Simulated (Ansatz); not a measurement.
Total energies of Cu(AsH3)(SH) (CuAsH₄S) from Ansatz at PBE0-D4/def2-TZVP, gas phase (1 Eh = 27.2114 eV = 2625.5 kJ/mol). The reference geometry is relaxed at B3LYP-D4/def2-SVP.

| atom | x (Å) | y (Å) | z (Å) |
| --- | --- | --- | --- |
| Cu1 | 0.7085 | -0.3456 | 0.6608 |
| As2 | -1.0839 | 0.5116 | -0.5233 |
| H3 | -0.8740 | 1.6258 | -1.5308 |
| H4 | -2.2242 | 1.1638 | 0.2328 |
| H5 | -1.9375 | -0.3730 | -1.4119 |
| S6 | 2.3580 | -1.0994 | 1.8365 |
| H7 | 3.0532 | -1.4832 | 0.7359 |

```
                 state   geometry  energy (Eh)
      charge 0 singlet  reference  -4276.39491
      charge 1 doublet  reference  -4276.10726
free Cu atom (doublet)          –  -1640.24417
free As atom (quartet)          –  -2235.53903
 free H atom (doublet)          –     -0.50104
 free S atom (triplet)          –   -397.97371
```

Task: Work out the vertical ionisation energy to the doublet.

Result: E(charge 1 doublet) − E(charge 0 singlet) = -4276.10726 − (-4276.39491) = 0.28765 Eh = 7.83 eV. For comparison, −ε of the highest occupied level is 5.71 eV at this level, 2.12 eV less.

Task: What is the binding energy per atom against free atoms?

Result: Atoms: 1 × (-1640.24417) + 1 × (-2235.53903) + 4 × (-0.50104) + 1 × (-397.97371) = -4275.76107 Eh. Binding: -4275.76107 − (-4276.39491) = 0.63384 Eh = 17.25 eV, or 2.46 eV for each of 7 atoms (no zero-point energy, no counterpoise term).
